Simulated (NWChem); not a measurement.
# CH₃F₃OSi; SMILES O[SiH2]C(F)(F)F

```xyz
9

Si    -0.6436    -1.0686     0.0014
O      0.5904    -2.1724    -0.0682
C      0.0411     0.7319    -0.0137
F      0.7458     1.0291    -1.1303
F      0.8655     0.9588     1.0468
F     -0.9718     1.6326     0.0718
H     -1.4576    -1.2540    -1.2163
H     -1.4523    -1.1646     1.2439
H      1.1950    -2.2169     0.6857
```
Atoms are numbered in this order, from 1.

Program: NWChem. Medium grid unless said otherwise, to which SCAN and Minnesota functionals are sensitive. The geometry was optimised at B3LYP/6-31G* (spherical d). Total energies of different functionals are on different scales.

```csv
level,energy (Ha),highest occupied level (eV),orbital gap (eV),dipole (D),relative time
PBE/def2-TZVP,-703.8390,-7.58,6.33,1.93,1
B3LYP/def2-TZVP,-704.4186,-9.00,8.35,2.10,1
M06-2X/def2-TZVP,-704.2311,-10.74,11.10,2.24,1
r2SCAN/def2-TZVP,-704.1926,-7.96,7.16,2.03,1
TPSSh/def2-TZVP,-704.4037,-8.38,7.70,2.07,1
CAM-B3LYP/def2-TZVP,-704.2993,-10.70,11.26,2.16,20
```

The last column is a rough cost ratio, cheapest run = 1.
